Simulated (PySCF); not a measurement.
Telling isomers of C₂H₁₄NPSi₄ apart by NMR

- coordinates at the GFN2-xTB level
- σ from GIAO-PBE0/pcSseg-1
- code: PySCF
- no solvent, one computed conformer, rapidly exchanging positions averaged, non-relativistic Hamiltonian

δ = σ(ref) − σ, references computed at the same level: 1H (31.72 ppm) and 13C (186.93 ppm) vs TMS. Splittings of carbon signals by F and P are missing where no couplings were computed. Where no couplings were computed, multiplicities follow the n + 1 count of equivalent neighbours, and m marks all less simple cases (inequivalent or close neighbours, rings, F or P nearby). Shifts are as computed. Against solution values, carbons near 30 ppm lie about +3 ppm off and those near 130 ppm about +5 ppm. Of 1309 compounds with measured shifts, 239 miss one by over three times the rms of a fit or turn the order of signals round; such compounds aren't used in these exercises. OH and NH positions are gas-phase values without hydrogen bonding to other molecules.

(1) Tabulate the signals of `CN1C[Si]([SiH3])([SiH3])[Si@H]1P`, `C[Si@@H]1[SiH2][Si@H](C)[Si@@]1(N)P`, `C[Si@@H]1[SiH2][Si@H](C)[Si@]1(N)P`, `CC[Si@]1(N)[SiH2][Si@H](P)[SiH2]1`, `C[Si@@H]1[SiH2][Si@@H](C)[Si]1(N)P` and their relative energies.

(2) What is the quickest way to tell C[Si@@H]1[SiH2][Si@H](C)[Si@]1(N)P from C[Si@@H]1[SiH2][Si@@H](C)[Si]1(N)P?

(3) What is the quickest way to tell CN1C[Si]([SiH3])([SiH3])[Si@H]1P from C[Si@@H]1[SiH2][Si@@H](C)[Si]1(N)P?

(4) What is the quickest way to tell CC[Si@]1(N)[SiH2][Si@H](P)[SiH2]1 from C[Si@@H]1[SiH2][Si@@H](C)[Si]1(N)P?

## Answers

(1) 
```tsv
SMILES	carbon types	δC	δH	E rel. (kcal/mol)
CN1C[Si]([SiH3])([SiH3])[Si@H]1P	1×CH2 1×CH3	45.0, 41.9	6.24 (m, 1H), 3.75 (s, 3H), 3.64 (s, 3H), 3.00 (m, 1H), 2.84 (m, 1H), 2.58 (s, 3H), 1.07 (m, 2H)	36.8
C[Si@@H]1[SiH2][Si@H](C)[Si@@]1(N)P	2×CH3	-6.4	4.71 (m, 2H), 3.52 (m, 1H), 3.37 (m, 1H), 1.27 (m, 2H), 0.51 (br s, 2H), 0.44 (d, 6H)	0.2
C[Si@@H]1[SiH2][Si@H](C)[Si@]1(N)P	2×CH3	-5.2	4.72 (m, 2H), 4.17 (m, 1H), 3.93 (m, 1H), 1.35 (m, 2H), 0.30 (d, 6H), 0.13 (br s, 2H)	0.3
CC[Si@]1(N)[SiH2][Si@H](P)[SiH2]1	1×CH2 1×CH3	14.6, 11.6	4.33 (m, 1H), 4.27 (m, 2H), 3.94 (m, 2H), 1.22 (t, 3H), 1.07 (m, 2H), 0.97 (q, 2H), 0.27 (br s, 2H)	9.3
C[Si@@H]1[SiH2][Si@@H](C)[Si]1(N)P	2×CH3	-6.0, -6.6	4.69 (m, 1H), 4.62 (m, 1H), 3.98 (m, 1H), 3.98 (m, 1H), 1.33 (m, 2H), 0.47 (d, 3H), 0.24 (d, 3H), 0.05 (br s, 2H)	0.0
```

Energies are electronic energies at PBE0/pcSseg-1 on these geometries, without zero-point or thermal terms, each for the one conformer computed, which needn't be the lowest.

(2) Count the carbon signals: 1 against 2. The first has a methyl carbon bonded to Si (CH3) at -5.2 ppm, the second a methyl carbon bonded to Si (CH3) at -6.6 ppm. Their most deshielded carbons lie at -5.2 and -6.0 ppm.

(3) Both give the same number of carbon signals, but DEPT or the intensities differ. The first has an sp3 CH2 bonded to N and Si at 45.0 ppm, the second a methyl carbon bonded to Si (CH3) at -6.6 ppm. Their most deshielded carbons lie at 45.0 and -6.0 ppm. In the proton spectra the most deshielded non-exchanging signals are 6.24 (m, 1H) and 4.69 (m, 1H).

(4) Both give the same number of carbon signals, but DEPT or the intensities differ. The first has an sp3 CH2 bonded to Si at 14.6 ppm, the second a methyl carbon bonded to Si (CH3) at -6.6 ppm. Their most deshielded carbons lie at 14.6 and -6.0 ppm.
